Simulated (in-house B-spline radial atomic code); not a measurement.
The technetium ion Tc²⁺ is squeezed into an impenetrable sphere of radius R (the orbitals vanish at R). All numbers are computed (scalar-relativistic (X2C) Hartree-Fock, spin-polarised, averaged over the determinants with the given up and down occupations; Fermi nucleus of rms radius 4.41117 fm) with a radial B-spline atomic code at the basis-set limit, not measured.

Energies in eV above the free ion in [Kr] 4d5:

```json
{"R (bohr)": "7.13", "highest level (eV)": "-30", "[Kr] 4d5": "0.001127", "[Kr] 4d4 4f1": "22.4", "[Ar] 3d10 4s2 4p5 4d6": "40.56"}
{"R (bohr)": "6.02", "highest level (eV)": "-30", "[Kr] 4d5": "0.01569", "[Kr] 4d4 4f1": "23.87", "[Ar] 3d10 4s2 4p5 4d6": "40.58"}
{"R (bohr)": "4.94", "highest level (eV)": "-29.8", "[Kr] 4d5": "0.1847", "[Kr] 4d4 4f1": "26.76", "[Ar] 3d10 4s2 4p5 4d6": "40.77"}
{"R (bohr)": "4.47", "highest level (eV)": "-29.6", "[Kr] 4d5": "0.5223", "[Kr] 4d4 4f1": "28.95", "[Ar] 3d10 4s2 4p5 4d6": "41.15"}
{"R (bohr)": "3.63", "highest level (eV)": "-28.2", "[Kr] 4d5": "3.259", "[Kr] 4d4 4f1": "36.64", "[Ar] 3d10 4s2 4p5 4d6": "44.21"}
{"R (bohr)": "3.14", "highest level (eV)": "-25.7", "[Kr] 4d5": "9.676", "[Kr] 4d4 4f1": "47.38", "[Ar] 3d10 4s2 4p5 4d6": "51.3"}
{"R (bohr)": "2.59", "highest level (eV)": "-18.2", "[Kr] 4d5": "35.52", "[Kr] 4d4 4f1": "79.83", "[Ar] 3d10 4s2 4p5 4d6": "79.27"}
{"R (bohr)": "2.03", "highest level (eV)": "5.64", "[Kr] 4d5": "154.5", "[Kr] 4d4 4f1": "207.5", "[Ar] 3d10 4s2 4p5 4d6": "204.2"}
{"R (bohr)": "1.68", "highest level (eV)": "46.1", "[Kr] 4d5": "424.5", "[Kr] 4d4 4f1": "481.8", "[Ar] 3d10 4s2 4p5 4d6": "481.9"}
{"R (bohr)": "1.56", "highest level (eV)": "70.5", "[Kr] 4d5": "612.1", "[Kr] 4d4 4f1": "669.3", "[Ar] 3d10 4s2 4p5 4d6": "673.2"}
```

(1) Does [Kr] 4d4 4f1 fall below [Kr] 4d5 under compression?

(2) Does [Ar] 3d10 4s2 4p5 4d6 fall below [Kr] 4d5 under compression?

The highest level is first positive in the row R = 2.03 bohr, pushed up by confinement above the zero of the free ion's potential. Each configuration is held fixed and needn't be the lowest in the sphere.

## Answers

(1) No, it stays above over the whole range.

(2) No, it stays above over the whole range.
